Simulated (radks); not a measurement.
Results of a calculation; reference values are marked as such.
Q: These are the eigenvalues of the occupied orbitals of an atom or ion with whole-number occupations (eV). Code: a radial shooting solver on a logarithmic mesh with Libxc functionals. Model: scalar-relativistic Kohn-Sham, r2SCAN, spin-unpolarised, spherical densities, finite nucleus; meta-GGA in the generalised Kohn-Sham scheme; Fermi nuclear charge, rms radius of each element as measured or else 0.836 A^(1/3) + 0.57 fm.

| orbital | eigenvalue |
|---|---|
| 1s | -85686.91 |
| 2s | -15286.50 |
| 2p | -13148.18 |
| 3s | -3660.445 |
| 3p | -3042.309 |
| 3d | -2399.774 |
| 4s | -823.8967 |
| 4p | -620.4096 |
| 4d | -380.4246 |
| 5s | -133.5982 |
| 4f | -115.3767 |
| 5p | -78.1646 |
| 5d | -16.0316 |
| 6s | -9.8435 |
| 6p | -2.2723 |

Which element is it, and in what charge state? The configuration may be excited.

A: Z = 81, thallium, charge 0: Tl in [Hg] 6p1. The list shows which subshells hold electrons but not how many an open one holds; the 1s level, -3148.9 hartree, gives Z - s = 79.4 by -(Z - s)^2/2, which with screening and relativity narrows Z to a few neighbours, and the depths of the outer levels then fix element, charge and occupations together.
